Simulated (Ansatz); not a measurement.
`c1csc(-c2ccc(-c3ccc(-c4ccc(-c5ccc(-c6ccc(-c7cccs7)s6)s5)s4)s3)s2)c1`. The state is a singlet with charge 0. Geometry r2SCAN-D4/def2-SVP.

Cartesian coordinates in Å:
```
C -1.060 11.827 -2.636
C -1.961 12.444 -1.798
S -2.632 11.339 -0.658
C -1.704 10.009 -1.303
C -1.820 8.688 -0.740
C -2.611 8.249 0.315
C -2.466 6.876 0.595
C -1.558 6.233 -0.241
C -1.159 4.853 -0.250
C -0.252 4.204 -1.082
C -0.110 2.832 -0.798
C -0.905 2.398 0.259
C -1.026 1.086 0.827
C -1.824 0.661 1.886
C -1.692 -0.709 2.178
C -0.785 -1.369 1.352
C -0.414 -2.756 1.378
C -0.876 -3.750 2.238
C -0.306 -5.013 1.993
C 0.606 -5.020 0.941
C 1.371 -6.115 0.415
C 2.284 -6.128 -0.635
C 2.848 -7.396 -0.876
C 2.384 -8.383 -0.012
C 2.749 -9.778 0.023
C 3.650 -10.449 -0.796
C 3.769 -11.826 -0.483
C 2.965 -12.208 0.568
S 2.057 -10.880 1.185
S 1.227 -7.711 1.106
S 0.746 -3.421 0.255
S -0.100 -0.253 0.197
S -1.838 3.728 0.899
S -0.885 7.365 -1.387
C -0.911 10.445 -2.357
H -0.522 12.351 -3.428
H -2.270 13.489 -1.783
H -3.278 8.917 0.866
H -3.005 6.353 1.388
H 0.291 4.723 -1.876
H 0.555 2.160 -1.345
H -2.487 1.339 2.428
H -2.241 -1.214 2.975
H -1.609 -3.558 3.023
H -0.546 -5.912 2.566
H 2.528 -5.232 -1.211
H 3.581 -7.595 -1.660
H 4.204 -9.957 -1.597
H 4.427 -12.516 -1.015
H 2.854 -13.194 1.017
H -0.245 9.777 -2.908
```

Single mean-field runs in def2-SVP are fitted with def2-universal-jkfit.

(1) Estimate the orbital energies around the gap (eV) in Ansatz with PBE-D4/def2-SVP, r2SCAN-D4/def2-SVP, PBE0-D4/def2-SVP.

Answers

(1) 
```tsv
orbital	PBE-D4/def2-SVP	r2SCAN-D4/def2-SVP	PBE0-D4/def2-SVP
HOMO−5	-6.24	-6.54	-7.36
HOMO−4	-6.20	-6.51	-7.34
HOMO−3	-6.04	-6.32	-7.13
HOMO−2	-5.43	-5.67	-6.40
HOMO−1	-4.84	-5.04	-5.69
HOMO	-4.35	-4.52	-5.09
LUMO	-2.89	-2.95	-2.41
LUMO+1	-2.42	-2.45	-1.85
LUMO+2	-1.93	-1.93	-1.25
LUMO+3	-1.41	-1.37	-0.64
LUMO+4	-0.96	-0.85	-0.02
LUMO+5	-0.88	-0.80	-0.02
```
